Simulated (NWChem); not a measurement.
Molecule: CdGeH4S; SMILES [SH][Cd][GeH3]

```xyz
7

Cd    -0.0144     0.4998     0.0000
S     -0.0363     2.8708     0.0000
H      1.3132     2.9622     0.0001
Ge    -0.0019    -2.0341     0.0000
H     -0.6741    -2.6076    -1.2649
H      1.4414    -2.5797     0.0425
H     -0.7472    -2.6075     1.2232
```
Atoms are numbered in this order, from 1.

Computed with NWChem. Structure relaxed at the PBE0/def2-SVP level. def2 effective core potentials on Cd; no spin-orbit coupling.

For level TPSS/STO-3G (all-electron, non-relativistic):

```yaml
highest occupied level (eV): -1.57
orbital gap (eV): 4.78
dipole (D): 0.49
```

**Question.** Estimate the same quantities for level TPSS/def2-SVP (core potentials).

**Answer.** 
| Item | Result |
|---|---|
| highest occupied level (eV) | -5.83 |
| orbital gap (eV) | 4.25 |
| dipole (D) | 1.37 |
